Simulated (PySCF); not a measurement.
Nb, sextet (all electrons, no relativity); SVWN5/3-21G run with PySCF.

The PySCF input:
```python
from pyscf import gto, scf, dft

mol = gto.M(
    atom='''
Nb    0.000000    0.000000    0.000000
''',
    basis='3-21g',
    charge=0,
    spin=5,
    verbose=4,
)

mf = dft.UKS(mol)
mf.xc = 'lda,vwn'
mf.kernel()
mf.analyze()
```

What the program printed (banner, timings and long lists left out):

```
PySCF version 2.14.0

[INPUT] verbose = 4
[INPUT] num. atoms = 1
[INPUT] num. electrons = 41
[INPUT] charge = 0
[INPUT] spin (= nelec alpha-beta = 2S) = 5
[INPUT] symmetry False subgroup None
[INPUT] Mole.unit = angstrom
[INPUT] Symbol           X                Y                Z      unit          X                Y                Z       unit  Magmom
[...]
nuclear repulsion = 0
number of shells = 14
number of NR pGTOs = 81
number of NR cGTOs = 36
basis = 3-21g
ecp = {}

******** <class 'pyscf.dft.uks.UKS'> ********
method = UKS
initial guess = minao
damping factor = 0
level_shift factor = 0
DIIS = <class 'pyscf.scf.diis.CDIIS'>
diis_start_cycle = 1
diis_space = 8
diis_damp = 0
SCF conv_tol = 1e-09
SCF conv_tol_grad = None
SCF max_cycles = 50
direct_scf = True
direct_scf_tol = 1e-13
number electrons alpha = 23  beta = 18
XC library pyscf.dft.libxc version 7.1.2
    S. Lehtola, C. Steigemann, M. J. T. Oliveira, and M. A. L. Marques,  SoftwareX 7, 1–5 (2018)
XC functionals = lda,vwn
    P. A. M. Dirac,  Math. Proc. Cambridge Philos. Soc. 26, 376 (1930)
    F. Bloch,  Z. Phys. 57, 545 (1929)
    S. H. Vosko, L. Wilk, and M. Nusair,  Can. J. Phys. 58, 1200 (1980)
radial grids:
    Treutler-Ahlrichs [JCP 102, 346 (1995); DOI:10.1063/1.469408] (M4) radial grids

becke partition: Becke, JCP 88, 2547 (1988); DOI:10.1063/1.454033
pruning grids: <function nwchem_prune>
grids dens level: 3
symmetrized grids: False
atomic radii adjust function: <function treutler_atomic_radii_adjust>
small_rho_cutoff = 0
Set gradient conv threshold to 3.16228e-05
tot grids = 22440
init E= -3728.13015540553

cycle= 1 E= -3733.14707418445  delta_E= -5.02  |g|= 0.587  |ddm|= 1.78

cycle= 2 E= -3731.24490721695  delta_E=  1.9  |g|= 0.912  |ddm|=  8.5
cycle= 3 E= -3733.29127380617  delta_E= -2.05  |g|= 0.346  |ddm|= 8.47

cycle= 4 E= -3732.32976009526  delta_E= 0.962  |g|= 0.57  |ddm|= 2.14

cycle= 5 E= -3733.41472825789  delta_E= -1.08  |g|= 0.139  |ddm|= 1.79

cycle= 6 E= -3733.42181727389  delta_E= -0.00709  |g|= 0.0993  |ddm|= 1.05

cycle= 7 E= -3733.42453012329  delta_E= -0.00271  |g|= 0.0738  |ddm|= 0.0452
cycle= 8 E= -3733.4257273126  delta_E= -0.0012  |g|= 0.0608  |ddm|= 1.06
cycle= 9 E= -3733.42550028946  delta_E= 0.000227  |g|= 0.0644  |ddm|= 0.00678
cycle= 10 E= -3733.42429590435  delta_E= 0.0012  |g|= 0.0799  |ddm|= 1.07
cycle= 11 E= -3733.42461719448  delta_E= -0.000321  |g|= 0.0763  |ddm|= 0.00702
[...]
SCF not converged.
SCF energy = -3733.42648942499 after 50 cycles  <S^2> = 8.7500446  2S+1 = 6.0000149
**** SCF Summaries ****
Total Energy =                       -3733.426489424985903
Nuclear Repulsion Energy =               0.000000000000000
One-electron Energy =                -5167.162117848103662
Two-electron Energy =                 1433.735628423117760
Two-electron Coulomb Energy =         1546.255989732286935
DFT Exchange-Correlation Energy =     -112.520361309169260
**** MO energy ****
                             alpha | beta                alpha | beta
[...]
To work with the spin densities directly, `use mulliken_meta_spin()` only printing them here.

 ** Mulliken spin pop alpha/beta on meta-lowdin orthogonal AOs **
 ** Mulliken Spin Density (per AO)  **
spin_pop of  0 Nb 1s        0.00000
spin_pop of  0 Nb 2s        0.00001
spin_pop of  0 Nb 3s        0.00005
spin_pop of  0 Nb 4s        0.00005
spin_pop of  0 Nb 5s        0.99412
spin_pop of  0 Nb 6s        0.00406
spin_pop of  0 Nb 2px      -0.00000
spin_pop of  0 Nb 2py      -0.00000
spin_pop of  0 Nb 2pz      -0.00000
spin_pop of  0 Nb 3px      -0.00000
spin_pop of  0 Nb 3py      -0.00000
spin_pop of  0 Nb 3pz      -0.00000
spin_pop of  0 Nb 4px      -0.00010
spin_pop of  0 Nb 4py      -0.00010
spin_pop of  0 Nb 4pz      -0.00011
spin_pop of  0 Nb 5px       0.00009
spin_pop of  0 Nb 5py       0.00009
spin_pop of  0 Nb 5pz       0.00009
spin_pop of  0 Nb 6px       0.00002
spin_pop of  0 Nb 6py       0.00002
spin_pop of  0 Nb 6pz       0.00002
spin_pop of  0 Nb 3dxy     -0.00000
spin_pop of  0 Nb 3dyz     -0.00000
spin_pop of  0 Nb 3dz^2    -0.00000
spin_pop of  0 Nb 3dxz     -0.00000
spin_pop of  0 Nb 3dx2-y2   -0.00000
spin_pop of  0 Nb 4dxy      0.29957
spin_pop of  0 Nb 4dyz      0.96803
spin_pop of  0 Nb 4dz^2     0.82686
spin_pop of  0 Nb 4dxz      0.94526
spin_pop of  0 Nb 4dx2-y2    0.96057
spin_pop of  0 Nb 5dxy      0.00013
spin_pop of  0 Nb 5dyz      0.00032
spin_pop of  0 Nb 5dz^2     0.00039
spin_pop of  0 Nb 5dxz      0.00031
spin_pop of  0 Nb 5dx2-y2    0.00030
 ** Mulliken Spin Density (per atom)  **
spin density of  0 Nb =      5.00000
 ** Mulliken pop alpha/beta on meta-lowdin orthogonal AOs **
 ** Mulliken pop       alpha | beta **
[...]
In total            23.00000 | 18.00000
 ** Mulliken atomic charges   ( Nelec_alpha | Nelec_beta ) **
charge of  0Nb =      0.00000  (    23.00000     18.00000 )
Dipole moment(X, Y, Z, Debye):  0.00000, -0.00000, -0.00000
```

Convergence was not reached.
